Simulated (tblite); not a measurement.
Compound: C₇H₁₅AlS.
Bonds: C1–C2, C2–S3, S3–Al4, Al4–C5, C5–C6, C6–C7, C7–C8, C8–C9, C5–C9. Hydrogens: H10, H11, H12 on C1; H13, H14 on C2; H15 on Al4; H16 on C5; H17, H18 on C6; H19, H20 on C7; H21, H22 on C8; H23, H24 on C9.

Computed with GFN2-xTB (tblite), gas phase: L-BFGS steps from a force-field or distance-geometry start until the largest atomic force falls under 0.01 eV/Å.

Step 104: E = -733.9267 eV
```
atom  x, y, z in Å  |  force x, y, z in eV/Å
C1      4.5665   -0.5336    0.2936   -0.016   0.004   0.006
C2      3.8015    0.4197   -0.6033   -0.034  -0.024  -0.031
S3      2.4996   -0.4615   -1.5798    0.015   0.021   0.029
Al4     0.8031   -0.0182   -0.2474   -0.005   0.014   0.013
C5     -1.1350   -0.4263   -0.5331    0.001   0.031  -0.015
C6     -1.8336   -0.4685    0.8381   -0.004   0.003  -0.009
C7     -3.3254   -0.2822    0.5276   -0.009   0.012  -0.034
C8     -3.3844    0.4255   -0.8402   -0.019   0.031  -0.036
C9     -1.9281    0.6960   -1.2367   -0.005   0.004  -0.008
H10     4.9189   -1.3911   -0.2733    0.010  -0.003  -0.031
H11     5.4256   -0.0245    0.7266   -0.001   0.018   0.020
H12     3.9273   -0.8928    1.0991   -0.034  -0.009  -0.002
H13     4.4560    0.8748   -1.3446   -0.004  -0.007  -0.008
H14     3.3206    1.2070   -0.0121    0.015  -0.012  -0.008
H15     1.2098    0.7510    1.0342   -0.012   0.009   0.009
H16    -1.3630   -1.3657   -1.0637    0.025   0.005   0.016
H17    -1.6312   -1.3937    1.3783   -0.020  -0.033   0.011
H18    -1.4777    0.3616    1.4580    0.028   0.007  -0.015
H19    -3.8213   -1.2522    0.4706    0.007   0.020   0.020
H20    -3.8222    0.3030    1.3025    0.016  -0.034  -0.018
H21    -3.8479   -0.2228   -1.5869   -0.009   0.010   0.061
H22    -3.9671    1.3476   -0.7935    0.042  -0.048  -0.011
H23    -1.7936    0.6958   -2.3204    0.036   0.005   0.049
H24    -1.6101    1.6713   -0.8525   -0.023  -0.023  -0.009
```

Step 105: E = -733.9264 eV
```
atom  x, y, z in Å  |  force x, y, z in eV/Å
C1      4.5590   -0.5349    0.2957    0.001   0.004   0.015
C2      3.8050    0.4213   -0.6067   -0.033  -0.024  -0.019
S3      2.5014   -0.4550   -1.5841    0.021   0.017   0.003
Al4     0.8062   -0.0158   -0.2501   -0.036   0.019   0.028
C5     -1.1344   -0.4212   -0.5404    0.045   0.006   0.029
C6     -1.8317   -0.4751    0.8328    0.042   0.016  -0.003
C7     -3.3226   -0.2718    0.5335    0.060   0.003  -0.075
C8     -3.3845    0.4165   -0.8406   -0.009   0.029  -0.034
C9     -1.9335    0.7005   -1.2363    0.011  -0.032   0.023
H10     4.9264   -1.3874   -0.2697   -0.015  -0.004  -0.031
H11     5.4099   -0.0258    0.7439    0.001   0.027   0.033
H12     3.9081   -0.9003    1.0895   -0.025  -0.012  -0.006
H13     4.4683    0.8697   -1.3445   -0.019  -0.004  -0.016
H14     3.3259    1.2133   -0.0198    0.024  -0.022  -0.011
H15     1.2139    0.7425    1.0385   -0.012   0.006   0.001
H16    -1.3506   -1.3613   -1.0764   -0.001   0.032   0.026
H17    -1.6274   -1.4033    1.3672   -0.046  -0.052  -0.017
H18    -1.4741    0.3460    1.4614    0.081   0.050  -0.006
H19    -3.8333   -1.2291    0.4937   -0.066  -0.143   0.017
H20    -3.8043    0.3288    1.3004   -0.018   0.046   0.084
H21    -3.8326   -0.2478   -1.5778   -0.061  -0.051  -0.019
H22    -3.9796    1.3274   -0.8079   -0.013   0.042  -0.017
H23    -1.8031    0.7102   -2.3182    0.060   0.003  -0.014
H24    -1.6241    1.6724   -0.8433    0.009   0.040   0.008
```

Step 106: E = -733.9277 eV
```
atom  x, y, z in Å  |  force x, y, z in eV/Å
C1      4.5551   -0.5353    0.2988   -0.001   0.001   0.005
C2      3.8038    0.4225   -0.6054   -0.013  -0.020  -0.015
S3      2.5039   -0.4506   -1.5895    0.009   0.013   0.008
Al4     0.8057   -0.0180   -0.2562   -0.019   0.018   0.020
C5     -1.1342   -0.4219   -0.5454    0.026   0.011   0.023
C6     -1.8263   -0.4759    0.8304    0.017   0.008   0.005
C7     -3.3193   -0.2691    0.5366   -0.007  -0.012  -0.023
C8     -3.3849    0.4126   -0.8426   -0.027   0.017  -0.018
C9     -1.9339    0.7031   -1.2356    0.001  -0.010   0.006
H10     4.9170   -1.3909   -0.2663   -0.011   0.007  -0.022
H11     5.4091   -0.0288    0.7452   -0.014   0.018   0.024
H12     3.9033   -0.8967    1.0939   -0.021  -0.007  -0.013
H13     4.4694    0.8725   -1.3405   -0.018  -0.010  -0.009
H14     3.3237    1.2139   -0.0188    0.019  -0.017  -0.008
H15     1.2123    0.7373    1.0339   -0.012   0.009   0.007
H16    -1.3570   -1.3597   -1.0822    0.010   0.030   0.025
H17    -1.6235   -1.4069    1.3621   -0.044  -0.023  -0.023
H18    -1.4620    0.3442    1.4584    0.055   0.017  -0.019
H19    -3.8372   -1.2277    0.5076    0.001  -0.015   0.015
H20    -3.7942    0.3409    1.3057    0.024  -0.019  -0.006
H21    -3.8269   -0.2602   -1.5783   -0.036  -0.016   0.021
H22    -3.9879    1.3203   -0.8160    0.018  -0.003  -0.016
H23    -1.8017    0.7200   -2.3182    0.051  -0.001   0.015
H24    -1.6259    1.6744   -0.8367   -0.007   0.005  -0.001
```

**Question.** Estimate the geometry and energy of step 107. (The exact step hangs on the optimiser's Hessian estimate; all steps are aligned on step 106, rigid shifts and turns removed.)

**Answer.** E = -733.9281 eV, largest force 0.044 eV/Å
```
atom  x, y, z in Å  |  force x, y, z in eV/Å
C1      4.5579   -0.5346    0.2975   -0.003  -0.004  -0.002
C2      3.8011    0.4202   -0.6054   -0.002  -0.009  -0.006
S3      2.5025   -0.4561   -1.5862   -0.007   0.005   0.007
Al4     0.8049   -0.0191   -0.2530   -0.004   0.016   0.014
C5     -1.1338   -0.4217   -0.5419    0.010   0.007   0.012
C6     -1.8271   -0.4719    0.8327    0.012   0.001   0.001
C7     -3.3198   -0.2738    0.5326   -0.002  -0.003  -0.005
C8     -3.3847    0.4173   -0.8421   -0.004  -0.003  -0.008
C9     -1.9320    0.7017   -1.2362    0.000  -0.002   0.001
H10     4.9189   -1.3897   -0.2690   -0.003   0.010  -0.013
H11     5.4119   -0.0254    0.7416   -0.018   0.010   0.016
H12     3.9091   -0.8969    1.0946   -0.020  -0.008  -0.012
H13     4.4627    0.8729   -1.3422   -0.009  -0.010  -0.010
H14     3.3210    1.2098   -0.0169    0.010  -0.008  -0.005
H15     1.2109    0.7386    1.0354   -0.008   0.011   0.010
H16    -1.3588   -1.3604   -1.0758    0.015   0.019   0.016
H17    -1.6251   -1.4011    1.3684   -0.030  -0.006  -0.020
H18    -1.4646    0.3530    1.4563    0.035   0.002  -0.015
H19    -3.8288   -1.2370    0.4955    0.001  -0.010   0.007
H20    -3.8026    0.3259    1.3044    0.013  -0.010   0.000
H21    -3.8341   -0.2482   -1.5798   -0.032  -0.015   0.012
H22    -3.9816    1.3284   -0.8081    0.015   0.007  -0.014
H23    -1.7982    0.7133   -2.3185    0.043  -0.003   0.008
H24    -1.6213    1.6747   -0.8430   -0.011   0.000   0.005
```

The energy changes by -0.0004 eV. The first-order estimate −F·Δx gives -0.0006 eV and the mean of the old and new forces, exact on a quadratic surface, -0.0004 eV. The step makes an angle of 84° with the force vector and moves no atom by more than 0.017 Å.

The cost below is that of the whole relaxation. Hardware: an Arm Neoverse V1 with one thread, no GPU, on a shared host. Cost: 1.8 s wall.
